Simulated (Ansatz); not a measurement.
`[F][SnH]([F])[F]` + H₂ → `[F][SnH2][F]` + H–F at 298.15 K and 1 bar (hydrogenolysis of the Sn–F bond).

Program: Ansatz. Geometries: PBE0-D4/def2-TZVP. ΔE: electronic, gas phase. CCSD(T)/CBS adds triple-zeta CCSD(T) − MP2 to the extrapolated MP2 energy (def2 sets, frozen cores). This one scheme is used for every species. Elements past krypton have def2 core potentials. For Sn outer-core shells are correlated without core-valence functions, which leaves a few kJ/mol of doubt a bond.

```
           species  CCSD(T)/CBS energy (Eh)  H − E (kJ/mol)  S (J/(mol·K))
`[F][SnH]([F])[F]`               -514.09299            50.3          312.4
                H₂                 -1.17544            35.1          130.4
    `[F][SnH2][F]`               -414.86106            60.4          292.0
               H–F               -100.39570            33.5          173.6
```

H − E and S are ideal-gas, rigid-rotor, harmonic terms from PBE0-D4/def2-TZVP. The MP2-based limit puts H₂ 0.8 mEh under its directly extrapolated value; such offsets cancel only in part. 1 Eh = 2625.50 kJ/mol, R = 8.31446 J/(mol·K).

**Question.** By hand: ΔE, ΔH, ΔS and ΔG.

**Answer.** ΔE = (-414.86106) + (-100.39570) − (-514.09299) − (-1.17544) = 0.01167 Eh = 30.6 kJ/mol. Δ(H − E) = 60.4 + 33.5 − 50.3 − 35.1 = 8.5, so ΔH = 39.1 kJ/mol. ΔS = 292.0 + 173.6 − 312.4 − 130.4 = 22.8 J/(mol·K). ΔG = 39.1 − 298.15 × (22.8)/1000 = 32.3 kJ/mol.

**Question.** By hand: the equilibrium constant, and the temperature at which ΔG would vanish if ΔH and ΔS stayed fixed.

**Answer.** log₁₀ K = −ΔG/(RT ln 10) = -5.7. ΔG = 0 at ΔH/ΔS = 1715 K.

ΔH outweighs TΔS. A doubt of 5 kJ/mol in ΔE shifts log₁₀ K by 0.9 here. These are equilibria of isolated gas molecules and say nothing of rates. Largest T1 diagnostic: 0.015 (customary marks: 0.02 for closed shells, 0.045 for open ones).
